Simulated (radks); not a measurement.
Ga2+, 29 electrons, occupied as [Ne] 3s2 3p5 3d10 4s1 4d1 (not the ground configuration). Calculated with a radial shooting solver on a logarithmic mesh with Libxc functionals: scalar-relativistic Kohn-Sham, r2SCAN, spin-polarised, spherical densities, finite nucleus; open shells are filled with parallel spins first; meta-GGA in the generalised Kohn-Sham scheme; Fermi nuclear charge, rms radius 3.9973 fm.

Unscreened Slater integrals over Kohn-Sham orbitals (cm^-1). They are taken over the spin-up orbitals. Empty in this configuration: 4p.

F0(4d,4d): 56839
F2(4d,4d): 29720
F4(4d,4d): 19626
F0(4d,4s): 68932
G2(4d,4s): 20715
F0(4d,3d): 76027
F2(4d,3d): 10594
F4(4d,3d): 4330.9
G0(4d,3d): 4181.8
G2(4d,3d): 4099.5
G4(4d,3d): 2938.5
F0(4d,3p): 76444
F2(4d,3p): 9224.7
G1(4d,3p): 3803.8
G3(4d,3p): 2864.2
F0(4d,4p): 66502
F2(4d,4p): 30435
G1(4d,4p): 34555
G3(4d,4p): 21109
F0(4s,4s): 101780
F0(4s,3d): 128560
G2(4s,3d): 13059
F0(4s,3p): 130130
G1(4s,3p): 8569.5
F0(4s,4p): 93094
G1(4s,4p): 62056
F0(3d,3d): 270020
F2(3d,3d): 126730
F4(3d,3d): 79211
F0(3d,3p): 281480
F2(3d,3p): 134210
G1(3d,3p): 164630
G3(3d,3p): 100830
F0(3d,4p): 111390
F2(3d,4p): 24117
G1(3d,4p): 9057.7
G3(3d,4p): 7977.4
F0(3p,3p): 296170
F2(3p,3p): 148430
F0(3p,4p): 112460
F2(3p,4p): 21348
G0(3p,4p): 5307.4
G2(3p,4p): 6120.3
F0(4p,4p): 86554
F2(4p,4p): 45989

Derived for the open shells (J is the average intra-shell exchange parameter used in DFT+U). 3p: J = F2/5 = 29690 cm^-1. 4d: Racah B = F2/49 - 5 F4/441 = 384.0 cm^-1, C = 35 F4/441 = 1558 cm^-1, C/B = 4.06, F4/F2 = 0.660, J = (F2 + F4)/14 = 3525 cm^-1.
